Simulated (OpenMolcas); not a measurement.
A calculation on Ge3+.

```
Program             : OpenMolcas 26.06
Method              : CASSCF
Basis               : ANO-RCC-VTZP [6s5p3d1f]
Scalar Hamiltonian  : DKH2, point nucleus
Active space        : 1 electron in 4 orbitals (4s 4p)
State averaging     : 2S+1 = 2 even, 1 root; 2S+1 = 2 odd, 3 roots
Spin-orbit coupling : RASSI with atomic mean-field integrals over the reference wave functions, term energies averaged over their components
```

(1) Which level of the active space comes out lowest?

(2) How high does 4p ²P°_3/2 lie?

(3) How high does 4p ²P°_1/2 lie?

Measured values: Sugar and Musgrove, J. Phys. Chem. Ref. Data 22, 1213 (1993).

Answers

(1) 4s ²S_1/2, with 100 % of that term; it is also the measured ground level.

(2) 10.0960 eV above the lowest level; measured 10.4274 eV above the ground level, so the calculation is off by -3 %.

(3) 9.8081 eV above the lowest level; measured 10.0813 eV above the ground level, so the calculation is off by -3 %.

With one active electron the reference holds no correlation, so core polarisation is missing. Measured partners are found by configuration, term and J. A level has none where our copy of the source lacks it or the pairing is in doubt (some pairs that miss far off the trend of their configuration count as doubtful), and it then counts in no deviation. Only configurations of the active space appear.

° marks odd parity.
